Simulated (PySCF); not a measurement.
Geometry:
| atom | x (Å) | y (Å) | z (Å) |
| --- | --- | --- | --- |
| Mo1 | -0.387 | 0.034 | -0.293 |
| N2 | -0.435 | -0.080 | 1.412 |
| H3 | -0.019 | -0.158 | 2.340 |
| N4 | 1.247 | 0.017 | -0.789 |
| H5 | 2.252 | -0.027 | -0.626 |
| Cl6 | -1.278 | 2.050 | -0.898 |
| Cl7 | -1.380 | -1.836 | -1.145 |

Geometry: PBE0-D3(BJ)/def2-SVP; GIAO shifts from PySCF, gas phase, scalar relativity only through the core potential, averaged over equivalent atoms.

At KT2/pcSseg-1 (def2-TZVP on Mo) (132 basis functions, 22 s wall time on 1 thread of an Arm Neoverse N1, shared host):
```
  atoms  δ (ppm)
  N2/N4    421.9
  H3/H5     9.87
Cl6/Cl7    349.9
```

Chemical shifts δ = σref − σ; ¹⁵N (σ = 264.30 ppm) vs NH3; ¹H (σ = 31.18 ppm) against TMS; ³⁵Cl (σ = 942.74 ppm) vs HCl, all at this level.

Estimate the result of repeating the calculation with PBE0/pcSseg-1 (def2-TZVP on Mo).

Results:


```tsv
atoms	δ at PBE0/pcSseg-1 (def2-TZVP on Mo)	change
N2/N4	471.5	+49.6
H3/H5	10.27	+0.40
Cl6/Cl7	305.7	-44.2
```

Referencing at the same level of theory: NH3 for ¹⁵N (σ = 265.67 ppm); TMS for ¹H (σ = 31.27 ppm); ³⁵Cl (σ = 943.27 ppm) against HCl.

The largest change is at N2/N4 (nitrogen bonded to Mo, H). Cost: 132 basis functions, 16 s wall time on 1 thread of an Arm Neoverse N1, shared host.

Mo is described by an effective core potential, so it has no shielding of its own here; spin–orbit effects on the atoms bonded to it, which can be large, are absent, and the values of these neighbours are rough. Experimental scales use liquid or dissolved standards, which lie at an offset from isolated NH3 (liquid NH3: subtract about 20 ppm). Unscaled 15N shifts of sp2 nitrogen come out 20 to 40 ppm too high even then.
